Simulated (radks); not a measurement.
Cs50+, 5 electrons, occupied as 1s1.5 2s2 2p1 3s0.5 (fractional occupations, a model configuration).

Method: scalar-relativistic Kohn-Sham, OLYP, spin-polarised, spherical densities, point nucleus; open shells are filled with parallel spins first (spin-orbit coupling, left out, can overturn this in heavy ions); computed with a radial shooting solver on a logarithmic mesh with Libxc functionals.

Energy parts (hartree):
part                      energy
total                 -3535.8281
kinetic                3815.9800
electron-nucleus      -7454.9144
Hartree                 148.8303
exchange-correlation    -45.7240

Orbitals (lengths in bohr, moments of r in powers of bohr; r(max) is where P^2 peaks):
orbital,occ.,eigenvalue (hartree),r(max),<r>,<r^2>,<1/r>
1s up,1,-1508.154,0.01671,0.02592,0.0009100,59.74
1s down,0.5,-1503.578,0.01672,0.02593,0.0009110,59.72
2s up,1,-360.0392,0.09137,0.1059,0.01316,14.54
2s down,1,-358.5250,0.09158,0.1062,0.01322,14.49
2p up,1,-344.1573,0.07241,0.09138,0.01009,13.82
2p down,0,-342.1621,0.07273,0.09175,0.01017,13.77
3s up,0.5,-153.6617,0.2364,0.2463,0.06899,6.180
3s down,0,-153.1671,0.2366,0.2467,0.06927,6.170

The highest occupied level is 3s up at -4181.3 eV. The configuration is held as typed, so some empty levels lie below it. Summed over all electrons, <r^2> = 0.07233 bohr^2, which gives a Langevin (diamagnetic) susceptibility term of -0.0573 x 10^-6 cm^3/mol. Spin moment in Bohr magnetons: 2.
